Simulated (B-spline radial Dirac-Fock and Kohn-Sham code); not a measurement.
Level of theory: multi-electron Dirac-Fock with separately optimised hole states, Breit and Lamb-shift corrections added in first order; an atomic code on a B-spline grid. Correlation and solid-state effects are left out.

Question: An atom or ion in its tabulated ground configuration has these computed binding energies (the last is its least bound level). Which is it?

```
level  binding energy (eV)
   1s              58367.5
   2s              13309.0
2p1/2              12904.3
2p3/2              12080.7
```

Answer: Dy⁵⁶⁺: Z = 66 with 10 electrons, [He] 2s2 2p6. The hydrogen-like estimate √(E/Ry) = 65.5 for the K level lies 0.5 below Z (screening lowers it, relativity raises it); the outermost level, at 12080.7 eV, fixes the charge.

Question: An atom or ion in its tabulated ground configuration has these computed binding energies (the last is its least bound level). Which is it?

```tsv
level	binding energy (eV)
K	62511.1
L1	15165.4
L2,3	14373.0
```

Answer: Ho⁶²⁺: Z = 67 with 5 electrons, [He] 2s2 2p1. The hydrogen-like estimate √(E/Ry) = 67.8 for the K level lies 0.8 above Z (screening lowers it, relativity raises it); the outermost level, at 14373.0 eV, fixes the charge.
